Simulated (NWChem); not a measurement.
A calculation on CH₂Cl₃FSi

```xyz
8

F      2.3407     1.1881     0.0000
C      1.8618    -0.1078     0.0000
Si    -0.0290    -0.1145     0.0000
Cl    -0.7515     0.8339     1.6772
Cl    -0.7515     0.8339    -1.6772
Cl    -0.6321    -2.0889     0.0000
H      2.2337    -0.6426     0.8930
H      2.2337    -0.6426    -0.8930
```
Charge 0, spin multiplicity 1.

The numbers come from NWChem runs, not from measurements. All single points use one geometry, from B3LYP/def2-SVP, a minimum by its harmonic frequencies.

The structure started from a generated list of species. The stability of the SCF solutions was not checked.

Worked example. At r2SCAN/def2-SVP the molecule has a total energy of -1808.58767 Ha and the free atoms (multiplicities F 2, C 3, Si 3, Cl 2, H 2) C -37.78738, Si -289.24480, Cl -459.95999, F -99.59878, H -0.49921 Ha. The electronic atomisation energy is the atoms' sum less the molecule's energy.

1·(-99.59878) + 1·(-37.78738) + 1·(-289.24480) + 3·(-459.95999) + 2·(-0.49921) = -1807.50935 Ha for the atoms; less the molecule's energy this leaves 1.07832 Ha, or 676.7 kcal/mol (2831 kJ/mol), without zero-point, thermal or spin-orbit terms.
